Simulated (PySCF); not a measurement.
Bi(H)2(OH) (BiH3O), SMILES [OH][BiH2].

Geometry optimised at PBE0-D3(BJ)/def2-TZVP. The def2 effective core potentials stand for the cores of Bi; spin–orbit coupling is left out.

All values below come from HF/def2-TZVPD (PySCF).

Symmetry labels are those of the subgroup Cs that the program uses (full group Cs).

Computed valence orbital energies around the gap with their symmetry:
```csv
orbital,symmetry,energy (eV)
HOMO−7,A',-36.24
HOMO−6,A',-34.30
HOMO−5,A',-21.13
HOMO−4,A',-16.88
HOMO−3,A",-13.56
HOMO−2,A',-12.88
HOMO−1,A",-11.56
HOMO,A',-10.33
LUMO,A',1.32
LUMO+1,A',1.42
LUMO+2,A",2.20
LUMO+3,A',2.89
```
